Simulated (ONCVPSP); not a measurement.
## Logarithmic derivatives: chlorine, ONCV

* Element: Cl
* Generator: ONCVPSP 4.0.1
* Type: optimised norm-conserving Vanderbilt (ONCV)
* Functional: PBEsol
* Relativity: scalar-relativistic
* Frozen core: [Ne]
* Valence charge: 7
* Reference configuration: 3s1 3p6
* Partial waves: 3s: rc 1.35 bohr, ncon 3, nbas 7, qcut 5.9 1/bohr, 2 projectors, debl 1 Ha; 3p: rc 1.05 bohr, ncon 4, nbas 9, qcut 7.6 1/bohr, 3 projectors, debl 1.1 Ha
* Local potential: polynomial inside 1.05 bohr (lpopt 5, dvloc0 6 Ha)
* Core correction: Teter function, fcfact 3.25, rcfact 1.05

The phase is arctan(r·R′/R) of the radial function R(r), unwrapped; energies in Ha, scanned from -2 to 5 Ha. A pole is an energy at which the radial function vanishes at the test radius. The pseudo phase is shifted by a multiple of π to meet the all-electron one at the reference energy, and phase errors are pseudo minus all-electron; the curves can meet again beyond the range given. Levels narrower than the energy grid can be missing from the lists of poles.

| channel | radius (bohr) | reference energy (Ha) | poles, all-electron | poles, pseudo | unbroken range about the reference energy with phases within 0.05 rad | phase error 1 Ha above the reference energy (rad) |
| --- | --- | --- | --- | --- | --- | --- |
| s | 1.37 | -0.78 | 2.63 | 2.62 | the whole range | +0.000 |
| p | 1.07 | -0.33 | none | none | the whole range | +0.000 |

Note: ghosts flagged at negative energy: p at -193.9 eV; no localised positive-energy state flagged. A true bound ghost makes a file unfit for plane-wave use.

Phases in the p channel:

| E (Ha) | all-electron | pseudo |
| --- | --- | --- |
| -1.98 | 0.731 | 0.731 |
| -1.62 | 0.612 | 0.612 |
| -1.26 | 0.464 | 0.464 |
| -0.90 | 0.283 | 0.283 |
| -0.54 | 0.072 | 0.072 |
| -0.18 | -0.157 | -0.157 |
| 0.18 | -0.382 | -0.382 |
| 0.54 | -0.584 | -0.584 |
| 0.90 | -0.753 | -0.753 |
| 1.26 | -0.890 | -0.890 |
| 1.62 | -1.000 | -1.000 |
| 1.98 | -1.088 | -1.088 |
| 2.34 | -1.159 | -1.159 |
| 2.70 | -1.218 | -1.218 |
| 3.06 | -1.268 | -1.268 |
| 3.42 | -1.310 | -1.310 |
| 3.78 | -1.346 | -1.346 |
| 4.14 | -1.377 | -1.377 |
| 4.50 | -1.405 | -1.405 |
| 4.86 | -1.430 | -1.430 |
